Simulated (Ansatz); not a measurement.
Ansatz (a first-principles code) input:

Ansatz 0.2 input:
```yaml
crystal:
  periodic: [false, false, false]
  atoms:
    - {symbol: C, position_ang: [2.56847920, -0.02587085, -0.43274653]}
    - {symbol: C, position_ang: [1.07305574, -0.18125426, -0.68130003]}
    - {symbol: C, position_ang: [0.25286918, 0.25628392, 0.47926236]}
    - {symbol: C, position_ang: [-1.12872332, 0.16055108, 0.54087103]}
    - {symbol: C, position_ang: [-1.82608492, 0.58661463, 1.64328182]}
    - {symbol: C, position_ang: [-1.87475428, -0.42441981, -0.62683736]}
    - {symbol: H, position_ang: [2.81619122, 1.01501577, -0.23631301]}
    - {symbol: H, position_ang: [3.13747792, -0.35619242, -1.29909067]}
    - {symbol: H, position_ang: [2.87483051, -0.61976831, 0.42565931]}
    - {symbol: H, position_ang: [0.84916826, -1.22873966, -0.91855282]}
    - {symbol: H, position_ang: [0.79051409, 0.39733776, -1.57075538]}
    - {symbol: H, position_ang: [0.77726749, 0.67929664, 1.32270826]}
    - {symbol: H, position_ang: [-2.89692961, 0.51487649, 1.69640762]}
    - {symbol: H, position_ang: [-1.31939862, 1.00794881, 2.49304820]}
    - {symbol: H, position_ang: [-2.94569818, -0.41549196, -0.44424693]}
    - {symbol: H, position_ang: [-1.56119986, -1.45290441, -0.80186327]}
    - {symbol: H, position_ang: [-1.67100260, 0.14422064, -1.53307625]}
basis:
  gaussian:
    orbitals: def2-TZVP
hamiltonian:
  xc: b3lyp
  dispersion: d3bj
magnetization: {spin_polarized: true, initial_magnetization: 1}
relax: {f_tol: 0.002, max_steps: 150}
```

Problem. What final total energy does it print?

Solution. -235.32317 Eh (B3LYP-D3(BJ)/def2-TZVP). The basis has 252 functions.

It need not be the lowest isomer of its formula.
